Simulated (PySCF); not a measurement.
C2H7NOSi, SMILES OC/C=N/[SiH3].

Coordinates come from a PBE-D3(BJ)/def2-SVP optimisation. The structure was generated by enumeration; whether it is a known compound was not checked. The values are those of a single conformer.

The numbers are results of TDDFT-PBE/def2-SVPD (PySCF), not measurements.

Vertical excitations. Isolated molecule, no solvent.

Computed lowest excited states:
| state | energy (eV) | λ (nm) | f | main pairs |
|---|---|---|---|---|
| S1 | 3.91 | 317 | 0.001 | HOMO→LUMO 100 % |
| S2 | 4.90 | 253 | 0.027 | HOMO−1→LUMO 97 % |
| S3 | 5.57 | 222 | 0.015 | HOMO→LUMO+1 97 % |
| S4 | 5.82 | 213 | 0.002 | HOMO→LUMO+2 98 % |
| S5 | 6.09 | 204 | 0.071 | HOMO−2→LUMO 48 %, HOMO−3→LUMO 40 % |
| S6 | 6.20 | 200 | 0.040 | HOMO−3→LUMO 54 %, HOMO−2→LUMO 25 %, HOMO→LUMO+3 12 % |
| S7 | 6.32 | 196 | 0.119 | HOMO→LUMO+3 78 % |
| S8 | 6.46 | 192 | 0.019 | HOMO→LUMO+4 84 %, HOMO−4→LUMO 13 % |
| S9 | 6.53 | 190 | 0.010 | HOMO−4→LUMO 81 %, HOMO→LUMO+4 14 % |
| S10 | 6.58 | 189 | 0.006 | HOMO−1→LUMO+1 97 % |
| T1 | 3.36 | 369 | 0 | HOMO→LUMO 100 % |
| T2 | 4.50 | 276 | 0 | HOMO−1→LUMO 83 %, HOMO−2→LUMO 14 % |
| T3 | 4.90 | 253 | 0 | HOMO−2→LUMO 77 %, HOMO−1→LUMO 16 % |
| T4 | 5.37 | 231 | 0 | HOMO→LUMO+1 98 % |
Triplets are in the Tamm–Dancoff approximation, which puts them higher than full response would, so one can lie above its singlet here.
